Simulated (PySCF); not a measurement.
# Dipole moment and polarisability of cyclo-(Me2SnSe)2

Compound: cyclo-(Me2SnSe)2, C4H12Se2Sn2.
Cartesian coordinates in Å at the PBE0-D3(BJ)/def2-SVP level; atoms count from 1:
```xyz
20
C4H12Se2Sn2 angstrom
Sn     0.0334    1.6167   -0.4967
C     -1.4127    3.0690    0.1423
C      1.5207    2.4197   -1.8217
Se    -1.1075   -0.4410   -1.5105
Sn    -0.0428   -1.6157    0.5040
C     -1.5321   -2.4082    1.8332
C      1.3952   -3.0777   -0.1324
Se     1.0997    0.4419    1.5170
H     -2.0765    2.6064    0.8844
H     -2.0053    3.4059   -0.7204
H     -0.9007    3.9310    0.5937
H      2.1234    1.5947   -2.2234
H      1.0312    2.9539   -2.6487
H      2.1700    3.1143   -1.2699
H     -1.0415   -2.9210    2.6731
H     -2.1715   -3.1204    1.2924
H     -2.1449   -1.5817    2.2159
H      0.9101   -3.8046   -0.7995
H      1.8112   -3.6009    0.7405
H      2.2029   -2.5680   -0.6740
```

Level: PBE0/def2-SVPD (PySCF), static field, nuclei fixed, core orbitals frozen in the response. The polarisability tensor in these axes (au):

```
x   175.37   1.25   0.25
y     1.25 217.98 -13.07
z     0.25 -13.07 180.26
```

Problem. What are the eigenvalues, a third of the trace, and Δα (Δα² = ½Σ(αi − αj)² over the three pairs)?

Solution. Principal values 175.02, 176.50 and 222.10 au; mean 191.20 au = 28.33 Å³ = 31.53 × 10⁻⁴⁰ C²·m²/J; Δα = 46.36 au (24 % of the mean).

Problem. What is the dipole moment?

Solution. 0.01 D at this geometry.

Problem. Find the Langevin capture rate constant for NO+ (29.998 u) meeting this molecule (459.731 u), k = 2.342 × 10⁻⁹ cm³/s × √(α in Å³ / reduced mass in u).

Solution. The reduced mass is 28.16 u, so k = 2.35 × 10⁻⁹ cm³/s.

Problem. Form Σ f/ω² (atomic units) for the 10 lowest TDDFT singlets, given as eV and f, and set it beside the mean polarisability, which is this sum over all singlets: 4.10, 0.0000; 4.16, 0.0000; 4.62, 0.0001; 4.71, 0.0774; 4.88, 0.0000; 4.93, 0.0001; 4.98, 0.0428; 5.55, 0.0001; 5.65, 0.1189; 5.73, 0.0000.

Solution. They add up to 6.63 au, 3.5 % of the 191.20 au; the largest single term is 2.76 au, from the state at 5.65 eV. Terms in order: 0.00, 0.00, 0.00, 2.59, 0.00, 0.00, 1.28, 0.00, 2.76, 0.00 au. Higher excitations give the rest. The strengths listed sum to 0.239.

Problem. Refractivity n − 1 of an ideal gas of it at 273.15 K and 1 atm, from the electronic α?

Solution. N = p/kT = 2.6868 × 10¹⁹ cm⁻³, so n − 1 = 2π × N × 28.33 × 10⁻²⁴ cm³ = 4783 × 10⁻⁶ at long wavelengths, for an ideal gas.

Problem. Estimate the molar refractivity from the static electronic polarisability.

Solution. Lorentz–Lorenz: R = (4π/3)N_A α = 2.5225 cm³/(mol·Å³) × 28.33 Å³ = 71.5 cm³/mol, in the limit of long wavelengths.

Isolated species at its PBE0-D3(BJ)/def2-SVP geometry (one conformer only). Atoms past krypton carry effective core potentials; spin–orbit coupling is left out. The calculation is non-relativistic apart from the core potentials, for selenium too.
